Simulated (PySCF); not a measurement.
**PSe⁺ from Hartree–Fock to correlated methods**

State: ¹Σ⁺ (singlet), closed shell. Set-up: PySCF, spin-free X2C with a Gaussian nucleus, basis sets P jorge-DZP-DKH, Se jorge-DZP-DKH. De refers to P + Se⁺ in their high-spin ground configurations, without counterpoise correction. A positive dipole points towards Se; it is taken about the centre of mass and depends on that origin.

| Level | Re (Å) | ωe (cm⁻¹) | De (eV) | μ (D) | CPU s a point (SCF and correlation, without the integrals) |
| --- | --- | --- | --- | --- | --- |
| RHF | 1.924 | 746 | 1.44 | -3.06 | 0.22 |
| RHF-MP2 | 1.993 | 592 | 4.36 | n/a | 0.38 |
| RHF-SCS-MP2 | 1.989 | 603 | 4.29 | n/a | n/a |
| RHF-CCSD | 1.968 | 658 | 3.99 | n/a | n/a |
| RHF-CCSD(T) | 1.984 | 625 | 4.30 | n/a | 3 |
| PBE | 1.989 | 624 | 5.71 | -2.55 | 1.6 |
| PBEsol | 1.980 | 633 | 6.05 | -2.58 | 1.2 |
| r²SCAN | 1.970 | 651 | 5.23 | -2.65 | 2.4 |
| PBE0 | 1.959 | 671 | 5.06 | -2.67 | 2.8 |
| r²SCAN0 | 1.950 | 685 | 4.72 | -2.75 | 2.6 |
| B97-3 | 1.964 | 666 | 5.33 | -2.66 | 1.4 |
| ωB97X | 1.937 | 716 | 5.24 | -2.63 | 2.1 |

Q: Which functional lies closest to RHF-CCSD(T) in De, which farthest, and by how much do they differ from it?

A: Closest is r²SCAN0 (-3.4 pm in Re, +9.6 % in ωe, +0.42 eV in De against RHF-CCSD(T) in the same basis), farthest PBEsol (-0.4 pm in Re, +1.3 % in ωe, +1.75 eV in De). CCSD(T) converges more slowly with the basis than the functionals do and binds too weakly in this one, so the order can change at the basis-set limit.

Q: What does a quarter of exact exchange do here, going from PBE to PBE0?

A: PBE0 less PBE: -3.0 pm in Re, +7.5 % in ωe, -0.65 eV in De. Exact exchange removes part of the self-interaction that spreads semilocal densities, and in most molecules shortens and stiffens the bond and lowers De; so it does here.

Q: What does the step from GGA to meta-GGA do here, going from PBE to r²SCAN?

A: r²SCAN less PBE: -1.9 pm in Re, +4.3 % in ωe, -0.48 eV in De. 

Correlated steps freeze 14 core orbitals. Correlated levels converge slowly with the basis: in double zeta they bind strong bonds too weakly, by up to about 1 eV, and carry superposition errors of some tenths. For an ion De counts to the pair picked by the measured ionisation energies or electron affinities, which need not be the lowest pair at this level. Where the molecule has an RHF reference, its open-shell atoms are computed with UHF. The CCSD T1 diagnostic is raised, a sign that a single reference may not be enough here.

The whole job (state search and all levels along the bond) took about 5.2 min on 1 thread of Arm Neoverse N1 (shared host), peak memory 0.98 GiB.
